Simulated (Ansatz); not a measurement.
`CO[SiH2]CN` + `CS[SiH](Cl)Cl` → `CO[SiH2]SC` + `NC[SiH](Cl)Cl`  (redistribution)

Computed with Ansatz on PBE0-D4/def2-TZVP structures; ΔE is electronic, products minus reactants. CCSD(T)/CBS is the MP2 limit (def2-TZVPP, def2-QZVPP) plus CCSD(T) − MP2 in def2-TZVPP, frozen cores. DFT in def2-TZVPP. B3LYP here is the variant with VWN-RPA as its local correlation; programs differ in this. One conformer a species, not always the lowest.

```json
{"level": "PBE-D4", "ΔE (kcal/mol)": "-3.7", "difference from CCSD(T)/CBS": "-0.7"}
{"level": "r2SCAN-D4", "ΔE (kcal/mol)": "-3.8", "difference from CCSD(T)/CBS": "-0.8"}
{"level": "PBE0-D4", "ΔE (kcal/mol)": "-3.4", "difference from CCSD(T)/CBS": "-0.4"}
{"level": "B3LYP-D4", "ΔE (kcal/mol)": "-3.1", "difference from CCSD(T)/CBS": "-0.1"}
{"level": "ωB97X-V", "ΔE (kcal/mol)": "-3.1", "difference from CCSD(T)/CBS": "-0.1"}
{"level": "ωB97M-V", "ΔE (kcal/mol)": "-3.1", "difference from CCSD(T)/CBS": "-0.1"}
{"level": "B2PLYP", "ΔE (kcal/mol)": "-3.2", "difference from CCSD(T)/CBS": "-0.2"}
{"level": "PBE", "ΔE (kcal/mol)": "-3.9", "difference from CCSD(T)/CBS": "-0.9"}
{"level": "r2SCAN", "ΔE (kcal/mol)": "-3.8", "difference from CCSD(T)/CBS": "-0.8"}
{"level": "B3LYP", "ΔE (kcal/mol)": "-3.4", "difference from CCSD(T)/CBS": "-0.4"}
{"level": "SCS-MP2/def2-TZVPP", "ΔE (kcal/mol)": "-2.9", "difference from CCSD(T)/CBS": "0.1"}
{"level": "HF/def2-QZVPP", "ΔE (kcal/mol)": "-3.1", "difference from CCSD(T)/CBS": "-0.1"}
{"level": "SCS-MP2/def2-QZVPP", "ΔE (kcal/mol)": "-2.9", "difference from CCSD(T)/CBS": "0.1"}
{"level": "HF/CBS(def2)", "ΔE (kcal/mol)": "-3.1", "difference from CCSD(T)/CBS": "-0.1"}
{"level": "MP2/CBS(def2)", "ΔE (kcal/mol)": "-2.8", "difference from CCSD(T)/CBS": "0.2"}
{"level": "CCSD/CBS(def2)", "ΔE (kcal/mol)": "-3.0", "difference from CCSD(T)/CBS": "0.0"}
{"level": "CCSD(T)/CBS", "ΔE (kcal/mol)": "-3.0", "difference from CCSD(T)/CBS": "0"}
```

Largest T1 diagnostic among the species: 0.011.
